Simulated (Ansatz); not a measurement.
Basis-set extrapolation for AlBH$_{6}$OSSi (PBE0-D4/def2-TZVP geometry, frozen core, Ansatz 0.2.0). Multiplicity 1, RHF reference.

```json
{"": "HF", "def2-TZVPP": "-1031.583502", "def2-QZVPP": "-1031.616363"}
{"": "MP2 correlation", "def2-TZVPP": "-0.730271", "def2-QZVPP": "-0.787129"}
{"": "CCSD(T) correlation", "def2-TZVPP": "-0.816974", "def2-QZVPP": "not run"}
```

Energies in hartree. Use E(X) = E(∞) + A·exp(−7.88·√X) for Hartree–Fock and E(X) = E(∞) + B·X^(−2.97) for correlation, with X = 3 and 4, and add CCSD(T) minus MP2 of the smaller set to the MP2 limit.

Q: What is the CCSD(T) energy at the basis-set limit?

A: HF limit: -1031.616363 + (-0.032861) × 0.13774 = -1031.62089. MP2 limit: -0.787129 + (-0.056858) × 0.74074 = -0.82925. Higher-order term: -0.816974 − (-0.730271) = -0.08670. Total: -1032.53684 hartree, 3.71 eV below CCSD(T)/def2-TZVPP.
